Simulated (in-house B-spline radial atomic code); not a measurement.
Ti¹¹⁺: [He] 2s1 2p6 3s2 (with a hole in an inner shell)

All numbers are computed (Dirac-Hartree-Fock, average of configuration; Fermi nucleus of rms radius 3.5921 fm) with a B-spline radial code for spherical atoms, not measured.

Effective charges: Z_r = [3n² - l(l+1)]/(2<r>) from the radius, Z_e = n√(-2ε) from the energy, and Slater's rules. Values are occupation-weighted means over j.

```csv
shell,electrons,ε (eV),<r> (bohr),Z_r,Z_e,Slater
1s,2,-5356.8,0.0695,21.58,19.84,21.70
2s,1,-894.94,0.3172,18.92,16.22,18.20
2p,6,-786.6,0.2801,17.85,15.21,18.20
3s,2,-297.33,0.835,16.17,14.02,13.70
```

The least bound orbital is 3s1/2 at -297.3 eV, and it is also the most diffuse (<r> = 0.835 bohr). The part-filled 2s shell lies below the filled 3s shell in orbital energy.

Spin-orbit splittings of the orbital energies (j = l + 1/2 above j = l - 1/2 when positive): 2p 6.267 eV.

For the 1s electron the small component carries 0.622 % of the norm, the zero-frequency Breit interaction raises the level by 4.76 eV, self-energy by 2.321 eV, and vacuum polarisation lowers it by 0.1804 eV.
